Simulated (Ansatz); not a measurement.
Coupled-cluster run, `C[SiH](O)BO`.

```yaml
crystal:
  periodic: [false, false, false]
  atoms:
    - {symbol: C, position_ang: [-1.389189, 0.660396, 0.853821]}
    - {symbol: Si, position_ang: [0.321479, 0.630911, 0.118370]}
    - {symbol: O, position_ang: [1.374631, 0.789438, 1.395416]}
    - {symbol: B, position_ang: [0.720179, -1.047192, -0.956159]}
    - {symbol: O, position_ang: [-0.299230, -1.658773, -1.604543]}
    - {symbol: H, position_ang: [-1.568528, 1.596629, 1.386952]}
    - {symbol: H, position_ang: [-1.525417, -0.165893, 1.555105]}
    - {symbol: H, position_ang: [-2.138965, 0.563194, 0.064521]}
    - {symbol: H, position_ang: [0.472955, 1.801459, -0.809389]}
    - {symbol: H, position_ang: [2.309323, 0.722637, 1.198410]}
    - {symbol: H, position_ang: [1.831166, -1.515151, -1.060191]}
    - {symbol: H, position_ang: [-0.031403, -2.432854, -2.108511]}
basis:
  gaussian: {orbitals: def2-TZVPP}
correlation: {method: ccsd_t}
output: {orbitals: {seedname: orbitals}}
```

```sh
$ ansatz run in.yaml --threads 4 --pin off --events-out ev --progress --plain
```

Output of Ansatz, abridged:

```
Functional definition: HF
1566 factors; integrals over basis functions are off by at most 9.6e-4 eV
mean field evaluation 1: about -13749.2462 eV, gradient 5.2e1 eV
mean field evaluation 2: about -13749.4800 eV, gradient 5.2e1 eV
mean field evaluation 4: about -13754.8748 eV, gradient 4.3e0 eV
mean field evaluation 8: about -13754.9543 eV, gradient 2.4e-1 eV
mean field -13754.95463197 eV, -505.4852592819 hartree, gradient 9.3e-6 eV, S^2 0.000000; 0 other end points of the search recorded, 0 dependent functions left out
9 core orbitals not correlated: weight in the atoms' cores, before any rotation towards them, 1.000 or more for the frozen orbitals, at most 0.000 for the correlated occupied ones
reference -13754.95463197 eV, -505.4852592819 hartree; 15, 15 occupied and 240, 240 virtual orbitals, 1566 factors
second order -23.94212069 eV of doubles, -0.00000000 eV of singles
cycle   1  -24.41020738 eV  change   -4.7e-1 eV  update   1.0e-1
cycle   2  -24.97534612 eV  change   -5.7e-1 eV  update   3.1e-2
cycle   3  -25.10811005 eV  change   -1.3e-1 eV  update   1.7e-2
cycle   4  -25.09341939 eV  change    1.5e-2 eV  update   4.4e-3
cycle   5  -25.09270419 eV  change    7.2e-4 eV  update   2.2e-3
cycle   6  -25.09340886 eV  change   -7.0e-4 eV  update   6.7e-4
cycle   7  -25.09307813 eV  change    3.3e-4 eV  update   2.6e-4
cycle   8  -25.09301721 eV  change    6.1e-5 eV  update   7.9e-5
cycle   9  -25.09305332 eV  change   -3.6e-5 eV  update   3.0e-5
cycle  10  -25.09305468 eV  change   -1.4e-6 eV  update   1.2e-5
perturbative correction -0.90782215 eV, -0.0333618487 hartree
Total energy: -13780.95550880 eV, -506.4407738814 hartree
```

It took 3.1 min on 4 threads of a server CPU on a shared host, with 6.6 GiB of host memory at the peak.

MP2 recovers 92.1 % of the CCSD(T) correlation energy and the triples give 3.5 %; T1 = 0.0128.
